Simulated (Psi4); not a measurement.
Approach curve of the dimer C2H6O ··· CH4S (SMILES COC and CS). Monomers: optimised at B3LYP-D3(BJ) (def2-TZVP), held rigid. Orientation: lowest of the rigid-body minima from ten starts at GFN2-xTB. The monomers approach along the line of their centres of mass (distance R); nothing else relaxes.

PBE/def2-TZVP, counterpoise-corrected (Psi4); PBE-D3(BJ)/def2-TZVP, counterpoise-corrected (Psi4); B3LYP-D3(BJ)/def2-TZVP, counterpoise-corrected (Psi4); SAPT0/jun-cc-pVDZ, frozen core (Psi4).

Interaction energies in kJ/mol; the last columns give the difference from SAPT0:

```json
[
 {"R / Å": "3.16", "PBE/def2-TZVP": "35.14", "PBE-D3(BJ)/def2-TZVP": "24.62", "B3LYP-D3(BJ)/def2-TZVP": "30.06", "SAPT0/jun-cc-pVDZ": "29.86", "PBE/def2-TZVP − SAPT0/jun-cc-pVDZ": "5.28", "PBE-D3(BJ)/def2-TZVP − SAPT0/jun-cc-pVDZ": "-5.24", "B3LYP-D3(BJ)/def2-TZVP − SAPT0/jun-cc-pVDZ": "0.20"},
 {"R / Å": "3.37", "PBE/def2-TZVP": "8.11", "PBE-D3(BJ)/def2-TZVP": "-1.05", "B3LYP-D3(BJ)/def2-TZVP": "1.88", "SAPT0/jun-cc-pVDZ": "4.65", "PBE/def2-TZVP − SAPT0/jun-cc-pVDZ": "3.47", "PBE-D3(BJ)/def2-TZVP − SAPT0/jun-cc-pVDZ": "-5.70", "B3LYP-D3(BJ)/def2-TZVP − SAPT0/jun-cc-pVDZ": "-2.77"},
 {"R / Å": "3.59", "PBE/def2-TZVP": "-3.74", "PBE-D3(BJ)/def2-TZVP": "-11.53", "B3LYP-D3(BJ)/def2-TZVP": "-10.09", "SAPT0/jun-cc-pVDZ": "-7.07", "PBE/def2-TZVP − SAPT0/jun-cc-pVDZ": "3.32", "PBE-D3(BJ)/def2-TZVP − SAPT0/jun-cc-pVDZ": "-4.46", "B3LYP-D3(BJ)/def2-TZVP − SAPT0/jun-cc-pVDZ": "-3.02"},
 {"R / Å": "3.77", "PBE/def2-TZVP": "-7.32", "PBE-D3(BJ)/def2-TZVP": "-14.03", "B3LYP-D3(BJ)/def2-TZVP": "-13.17", "SAPT0/jun-cc-pVDZ": "-10.59", "PBE/def2-TZVP − SAPT0/jun-cc-pVDZ": "3.27", "PBE-D3(BJ)/def2-TZVP − SAPT0/jun-cc-pVDZ": "-3.44", "B3LYP-D3(BJ)/def2-TZVP − SAPT0/jun-cc-pVDZ": "-2.58"},
 {"R / Å": "3.98", "PBE/def2-TZVP": "-8.23", "PBE-D3(BJ)/def2-TZVP": "-13.81", "B3LYP-D3(BJ)/def2-TZVP": "-13.18", "SAPT0/jun-cc-pVDZ": "-11.21", "PBE/def2-TZVP − SAPT0/jun-cc-pVDZ": "2.98", "PBE-D3(BJ)/def2-TZVP − SAPT0/jun-cc-pVDZ": "-2.60", "B3LYP-D3(BJ)/def2-TZVP − SAPT0/jun-cc-pVDZ": "-1.96"},
 {"R / Å": "4.19", "PBE/def2-TZVP": "-7.63", "PBE-D3(BJ)/def2-TZVP": "-12.20", "B3LYP-D3(BJ)/def2-TZVP": "-11.58", "SAPT0/jun-cc-pVDZ": "-10.17", "PBE/def2-TZVP − SAPT0/jun-cc-pVDZ": "2.54", "PBE-D3(BJ)/def2-TZVP − SAPT0/jun-cc-pVDZ": "-2.04", "B3LYP-D3(BJ)/def2-TZVP − SAPT0/jun-cc-pVDZ": "-1.42"},
 {"R / Å": "4.49", "PBE/def2-TZVP": "-6.02", "PBE-D3(BJ)/def2-TZVP": "-9.41", "B3LYP-D3(BJ)/def2-TZVP": "-8.73", "SAPT0/jun-cc-pVDZ": "-7.97", "PBE/def2-TZVP − SAPT0/jun-cc-pVDZ": "1.95", "PBE-D3(BJ)/def2-TZVP − SAPT0/jun-cc-pVDZ": "-1.44", "B3LYP-D3(BJ)/def2-TZVP − SAPT0/jun-cc-pVDZ": "-0.76"},
 {"R / Å": "4.75", "PBE/def2-TZVP": "-4.66", "PBE-D3(BJ)/def2-TZVP": "-7.24", "B3LYP-D3(BJ)/def2-TZVP": "-6.56", "SAPT0/jun-cc-pVDZ": "-6.25", "PBE/def2-TZVP − SAPT0/jun-cc-pVDZ": "1.59", "PBE-D3(BJ)/def2-TZVP − SAPT0/jun-cc-pVDZ": "-0.99", "B3LYP-D3(BJ)/def2-TZVP − SAPT0/jun-cc-pVDZ": "-0.31"},
 {"R / Å": "5.26", "PBE/def2-TZVP": "-2.70", "PBE-D3(BJ)/def2-TZVP": "-4.18", "B3LYP-D3(BJ)/def2-TZVP": "-3.70", "SAPT0/jun-cc-pVDZ": "-3.85", "PBE/def2-TZVP − SAPT0/jun-cc-pVDZ": "1.15", "PBE-D3(BJ)/def2-TZVP − SAPT0/jun-cc-pVDZ": "-0.34", "B3LYP-D3(BJ)/def2-TZVP − SAPT0/jun-cc-pVDZ": "0.14"},
 {"R / Å": "5.93", "PBE/def2-TZVP": "-1.32", "PBE-D3(BJ)/def2-TZVP": "-2.05", "B3LYP-D3(BJ)/def2-TZVP": "-1.91", "SAPT0/jun-cc-pVDZ": "-2.14", "PBE/def2-TZVP − SAPT0/jun-cc-pVDZ": "0.81", "PBE-D3(BJ)/def2-TZVP − SAPT0/jun-cc-pVDZ": "0.08", "B3LYP-D3(BJ)/def2-TZVP − SAPT0/jun-cc-pVDZ": "0.23"},
 {"R / Å": "6.94", "PBE/def2-TZVP": "-0.55", "PBE-D3(BJ)/def2-TZVP": "-0.83", "B3LYP-D3(BJ)/def2-TZVP": "-0.86", "SAPT0/jun-cc-pVDZ": "-1.02", "PBE/def2-TZVP − SAPT0/jun-cc-pVDZ": "0.47", "PBE-D3(BJ)/def2-TZVP − SAPT0/jun-cc-pVDZ": "0.19", "B3LYP-D3(BJ)/def2-TZVP − SAPT0/jun-cc-pVDZ": "0.16"},
 {"R / Å": "8.29", "PBE/def2-TZVP": "-0.25", "PBE-D3(BJ)/def2-TZVP": "-0.34", "B3LYP-D3(BJ)/def2-TZVP": "-0.37", "SAPT0/jun-cc-pVDZ": "-0.46", "PBE/def2-TZVP − SAPT0/jun-cc-pVDZ": "0.21", "PBE-D3(BJ)/def2-TZVP − SAPT0/jun-cc-pVDZ": "0.12", "B3LYP-D3(BJ)/def2-TZVP − SAPT0/jun-cc-pVDZ": "0.10"}
]
```

PBE/def2-TZVP is furthest from SAPT0/jun-cc-pVDZ at 3.16 (5.28 kJ/mol, above); its mean absolute difference over the points is 2.25 kJ/mol.

PBE-D3(BJ)/def2-TZVP is furthest from SAPT0/jun-cc-pVDZ at 3.37 (-5.70 kJ/mol, below); its mean absolute difference over the points is 2.22 kJ/mol.

B3LYP-D3(BJ)/def2-TZVP is furthest from SAPT0/jun-cc-pVDZ at 3.59 (-3.02 kJ/mol, below); its mean absolute difference over the points is 1.14 kJ/mol.
